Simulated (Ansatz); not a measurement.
CH$_{5}$BrOSi, SMILES `CO[SiH2]Br`. The species carries charge 0 and has multiplicity 1.

```xyz
9

C     0.262    1.026   -0.897
O    -0.700    0.108   -0.419
Si   -0.475   -0.882    0.851
Br    1.208   -2.289    0.480
H     0.635    1.670   -0.092
H    -0.216    1.651   -1.652
H     1.108    0.503   -1.351
H    -0.106   -0.123    2.071
H    -1.715   -1.664    1.008
```

(1) List the harmonic frequencies (cm⁻¹, unscaled) at PBE0-D4/def2-TZVP in Ansatz. (Estimate.)

(2) Is this a minimum?

(3) Give the ideal-gas thermochemistry at 298.15 K and 1 bar (rigid rotor, harmonic oscillator; point group C1, symmetry number 1).

(4) Rotational constants (cm⁻¹)?

Results:

(1) Ansatz gave: 79, 91, 179, 273, 426, 610, 734, 792, 882, 946, 1155, 1183, 1216, 1480, 1493, 1499, 2238, 2287, 3027, 3096, 3136.

(2) Yes, all 21 modes are real.

(3) Zero-point energy 160.4 kJ/mol; H(298) − E = 179.2 kJ/mol; entropy 341.5 J/(mol·K), of which translation 170.6, rotation 113.7, vibration 57.2; G(298) − E = 77.4 kJ/mol. Modes under 100 cm⁻¹ are hindered rotations or soft bends, so the harmonic entropy is rough.

(4) 0.2564, 0.05857, 0.04998.
